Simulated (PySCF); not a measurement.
**Deuteron quadrupole couplings in `CC[n+]1cc[nH]c1`**

Compound: C5H9N2 (charge +1).
Z-matrix (Å and degrees, GFN2-xTB geometry), rows numbered from 1:
```
C 
C   1  1.5258
N   2  1.4481  1  110.61
C   3  1.3628  2  125.37  1    85.95
C   4  1.3620  3  107.53  2  -176.98
N   5  1.3607  4  106.63  3     0.25
C   3  1.3261  2  126.29  1   -90.05
H   1  1.0856  2  109.28  3  -178.98
H   1  1.0869  2  110.97  3    61.64
H   1  1.0869  2  110.92  3   -59.52
H   2  1.0914  1  110.34  3  -120.24
H   2  1.0914  1  110.15  3   119.55
H   4  1.0711  3  122.53  2     3.42
H   5  1.0711  4  130.27  3  -179.57
H   6  1.0117  5  125.54  4  -179.65
H   7  1.0732  3  125.52  2    -3.43
```

Level: PBE0/pcSseg-1 (PySCF, non-relativistic); Q(2H) = 0.00286 b; rigid geometry, the same for H and D, with no vibrational averaging.

Question: Rank these positions by the coupling χzz of a deuteron there, largest first.
A. H9 (methyl hydrogen)
B. H15 (N–H hydrogen)
C. H16 (aromatic hydrogen)
D. H11 (methylene hydrogen)
E. H13 (aromatic hydrogen)

Answer: B (255 kHz), E (224 kHz), C (218 kHz), A (209 kHz), D (195 kHz).

Q: What are Vzz, η and χzz (234.96 MHz × Q × Vzz) at all hydrogens?

A: 
```
atom  bonded to  bond length (Å)  Vzz (au)     η  χzz (kHz)
  H8         C1            1.086    0.3115  0.04        209
  H9         C1            1.087    0.3105  0.05        209
 H10         C1            1.087    0.3099  0.05        208
 H11         C2            1.091    0.2901  0.10        195
 H12         C2            1.091    0.2893  0.09        194
 H13         C4            1.071    0.3336  0.11        224
 H14         C5            1.071    0.3328  0.10        224
 H15         N6            1.012    0.3795  0.14        255
 H16         C7            1.073    0.3237  0.12        218
```

Q: Average by the element that carries the hydrogen.

A: on C: 210 kHz over 8 positions, mean bond length 1.082 Å; on N: 255 kHz over 1 position, mean bond length 1.012 Å.

Q: How does χzz go with the bond length over the 8 C–H bonds?

A: A straight-line fit has a slope of -12.3 kHz for each 0.01 Å, with a correlation coefficient of -0.95, over lengths from 1.071 to 1.091 Å. The longer bonds have the smaller couplings here.

Q: Give the 2H NMR doublet splittings at H8 for a magnetic field along the z, y and x axes of the gradient: 3χ/2, 3χ(1 + η)/4, 3χ(1 − η)/4.

A: With |χ| = 209.3 kHz and η = 0.039: 314, 163 and 151 kHz, to first order and without motion.

Geometry: GFN2-xTB, one conformer, isolated ion. GFN2-xTB bond lengths can be off by several hundredths of an ångström, more for odd bonds, and the gradients follow them. The small basis limits the accuracy of the gradients.

The run behind these numbers computed NMR shieldings as well. Hardware: an Arm Neoverse V2 with one thread, on a shared host. Cost: 24 s of wall time (grids of density and orbitals included), 0.74 GiB resident at most.
